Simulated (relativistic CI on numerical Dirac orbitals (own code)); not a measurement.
## Cu³⁺ in a cubic cluster: L2,3 absorption with charge transfer

Computed with a charge-transfer multiplet model of a cubic metal-ligand cluster with up to 2 ligand holes, Slater and spin-orbit integrals from Dirac-Coulomb-Breit ions, Slater integrals scaled by 0.7. The parameters are those of a tetrahedral site (10Dq negative, t2 hopping the larger). The ground state mixes d8 with configurations of k ligand holes L, whose averages lie at kΔ + k(k − 1)U_dd/2; a core hole lowers each added d electron by U_cd. 300 K, Lorentzian 0.4 eV and Gaussian 0.3 eV FWHM.

Atomic integrals in eV (Slater integrals scaled, ζ unscaled), ground: F2dd 9.683, F4dd 6.042, zeta_d 0.110; with the core hole: F2dd 9.683, F4dd 6.042, zeta_d 0.138, zeta_core 13.377, F2cd 6.178, G1cd 4.735, G3cd 2.694.

Cluster parameters (eV): U_dd = 7.6, U_cd = 9.8, 10Dq = -0.15, 10Dq(ligand) = 0, V(eg) = 1.12, V(t2g) = -1.91, final-state hopping factor = 0.8.

| Case | n_d | d8 | d9L | d10L2 | S |
| --- | --- | --- | --- | --- | --- |
| Δ = -1.9 eV | 8.71 | 0.35 | 0.60 | 0.06 | 1.00 |
| Δ = 0.1 eV | 8.46 | 0.56 | 0.42 | 0.02 | 1.00 |
| Δ = 1.1 eV | 8.36 | 0.66 | 0.33 | 0.01 | 1.00 |
| Δ = 2.1 eV | 8.27 | 0.74 | 0.26 | 0.01 | 1.00 |
| Δ = 4.1 eV | 8.16 | 0.84 | 0.15 | 0.00 | 1.00 |

Weights, n_d and S are thermal averages at 300 K. Photon energies count from the first peak over 30 % of the highest in each spectrum, which can be another peak from case to case. The parameters are a model scan and need not match a compound or its usual spin state. Peaks in eV (height, largest 100):
- Δ = -1.9 eV: 0.0 (100), 3.9 (7), 4.7 (15), 6.5 (6), 20.2 (11)
- Δ = 0.1 eV: 0.0 (100), 2.8 (6), 3.5 (17), 5.0 (7), 20.3 (9)
- Δ = 1.1 eV: 0.0 (100), 3.2 (15), 4.5 (7), 20.5 (8)
- Δ = 2.1 eV: 0.0 (100), 3.3 (11), 4.2 (7), 20.9 (8)
- Δ = 4.1 eV: 0.0 (100), 0.5 (92), 1.9 (15), 4.4 (6), 21.4 (12)

Curve for Δ = 1.1 eV (points under 2 left out, the grid thinned):

E (eV), Intensity and a bar:
```
     -1.7        2.1 
     -1.5        2.7 
     -1.3        3.6 
     -1.1        5.0 #
     -0.9        7.6 ##
     -0.7       12.7 ###
     -0.5       25.2 #######
     -0.3       55.2 ################
     -0.2       76.3 #######################
      0.0      100.0 ##############################
      0.2       79.3 ########################
      0.4       45.3 #############
      0.6       25.1 #######
      0.8       16.7 ####
      1.0       10.9 ###
      1.2        7.1 ##
      1.4        4.7 #
      1.6        3.5 
      1.8        2.9 
      2.0        2.7 
      2.2        3.0 
      2.4        3.8 #
      2.5        4.2 #
      2.7        4.9 #
      2.9        7.8 ##
      3.1       13.2 ###
      3.3       13.9 ####
      3.5        8.7 ##
      3.7        5.0 #
      3.9        3.7 
      4.1        4.2 #
      4.3        6.4 #
      4.5        7.4 ##
      4.7        5.7 #
      4.9        3.5 
     20.0        2.2 
     20.2        4.6 #
     20.3        6.1 #
     20.5        8.0 ##
     20.7        6.9 #
     20.9        4.1 #
     21.1        2.3 
     23.5        3.2 
     23.7        3.6 
     23.9        2.3
```

For the case Δ = 1.1 eV, Δ = 1.1 eV is smaller than U_dd = 7.6 eV, the charge-transfer side of the Zaanen-Sawatzky-Allen scheme. With the core hole the configuration with one ligand hole lies at Δ + U_dd − U_cd = -4.1, -2.1, -1.1, -0.1, 1.9 eV from the one without, in the order of the table; where this is negative the screened configuration lies lower, though the effective hopping of about 1.9 eV (from the holes of the mixed ground state) mixes the two strongly wherever it is as large as the gap.
